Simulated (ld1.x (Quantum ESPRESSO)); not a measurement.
**Which change was made? (Mn, TM)**

| Property | Result |
| --- | --- |
| Element | Mn |
| Generator | ld1.x (Quantum ESPRESSO) 7.5 |
| Type | norm-conserving Troullier–Martins (Kleinman–Bylander form) |
| Functional | LDA (PZ) |
| Relativity | scalar-relativistic |
| Frozen core | [Ne] 3s2 |
| Valence charge | 13 |
| Reference configuration | 3p6 3d5 4s0 4p0 (charge +2) |
| Partial waves | 3p (bound): rc 0.95 bohr; 3d (bound): rc 1.55 bohr; 4s (bound, empty): rc 2.35 bohr |
| Local potential | the s channel |
| Core correction | none |

Cutoffs, loose and tight: the cutoffs (Ry, on a coarse ladder) from which the occupation-weighted sum of valence levels, in a spherical-Bessel basis at the reference potential, stays within 10 and 1 mRy of its value at 400 Ry. They do not see the model core or the augmentation charge, which bear on the density cutoff. Test errors are all-electron minus pseudo excitation energies from the reference, over the configurations 3p6 3d5 4s2 4p0; 3p6 3d5 4s1 4p0; 3p6 3d4 4s0 4p0; 3p6 3d3 4s0 4p0; 3p6 3d6 4s1 4p0; 3p6 3d5.5 4s1.5 4p0; 3p6 3d6 4s0 4p0 (two spin-polarised tests are not counted in the largest error); variants that change the core or the reference have their own tests. The largest error is taken over the tests solved by every variant that gives reliable tests at all, those not shown here included: 3p6 3d3 4s0 4p0; 3p6 3d4 4s0 4p0; 3p6 3d5 4s1 4p0; 3p6 3d6 4s0 4p0; 3p6 3d6 4s1 4p0.

The base gives: outcome: generated; cutoff, loose: 110 Ry; cutoff, tight: 200 Ry; bound ghosts: none; largest test error (meV): -908.

(1) After one change the result is: outcome: generated; cutoff, loose: 70 Ry; cutoff, tight: 120 Ry; bound ghosts: none; largest test error (meV): -167. Which change was it?
A. wave 3d (bound): rc 1.55 bohr becomes 3d (bound): rc 2.26 bohr
B. all radii scaled by about 1.26 (s 2.96, p 1.20, d 1.96 bohr)
C. core [Ar], valence charge 7; reference 3d5 4s1.5 4p0; waves now 4s (bound): rc 2.20 bohr; 4p (bound): rc 2.70 bohr; 3d (bound): rc 1.75 bohr; local potential the d channel; core correction Bessel-smoothed model core inside 1.30 bohr

Results:

(1) B. The others give: wave 3d (bound): rc 1.55 bohr becomes 3d (bound): rc 2.26 bohr → outcome: generated; cutoff, loose: 110 Ry; cutoff, tight: 180 Ry; bound ghosts: none; largest test error (meV): +557 | core [Ar], valence charge 7; reference 3d5 4s1.5 4p0; waves now 4s (bound): rc 2.20 bohr; 4p (bound): rc 2.70 bohr; 3d (bound): rc 1.75 bohr; local potential the d channel; core correction Bessel-smoothed model core inside 1.30 bohr → outcome: generated; cutoff, loose: 80 Ry; cutoff, tight: 120 Ry; bound ghosts: s, p; largest test error (meV): -286.
